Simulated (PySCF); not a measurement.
Geometry (Å), atoms numbered from 1 in this order:
```xyz
15

N    -2.778    1.062   -0.180
C    -1.957    0.336    0.189
C    -0.912   -0.561    0.654
C     0.495   -0.050    0.476
O     1.382   -0.804    0.991
B     2.857   -0.569    0.635
O     3.035    0.953    0.562
C     2.094    1.649    0.083
C     0.801    1.167   -0.133
H    -1.056   -0.788    1.723
H    -0.986   -1.527    0.128
H     3.546   -1.007    1.526
H     3.043   -1.014   -0.488
H     2.332    2.707   -0.105
H     0.022    1.807   -0.544
```

Theoretical values (PySCF): GIAO PBE0/pcSseg-1 shieldings, PBE0-D3(BJ)/def2-SVP geometry. Isolated molecule, single conformer, fast rotation and ring inversion assumed for equivalent nuclei, non-relativistic Hamiltonian.

Shifts are taken against calculated references (same method and geometry level): ¹³C (σ = 184.41 ppm) against TMS.

**Question.** Do the ¹³C shifts follow the atomic charges (in e)? Tabulate both.

**Answer.** 
```tsv
atoms	hybridisation	δ (ppm)	σ para (ppm)	Hirshfeld	IAO	Mulliken	ESP-fitted
C4	sp2	190.5	-260	+0.17	+0.36	+0.23	+0.86
C8	sp2	188.7	-255	+0.14	+0.23	+0.32	+0.54
C2	sp	118.8	-196	+0.09	+0.13	+0.03	+0.52
C9	sp2	104.7	-179	-0.11	-0.34	-0.26	-0.81
C3	sp3	26.7	-92	-0.03	-0.32	-0.12	-0.75
```

Correlation coefficients of δ with charge over these carbons: Hirshfeld +0.76, IAO +0.86, Mulliken +0.79, ESP-fitted +0.83; with the paramagnetic shielding -1.00. With so few points, grouped by hybridisation, these coefficients are fragile. Charge is one influence among several: hybridisation and low-lying excitations act through the paramagnetic term.

Shifts are as computed. Against solution values, carbons near 30 ppm lie about +2 ppm off and those near 130 ppm about +5 ppm. Of 1313 compounds with measured shifts, 239 miss one by over three times the rms of a fit or turn the order of signals round; such compounds aren't used in these exercises.
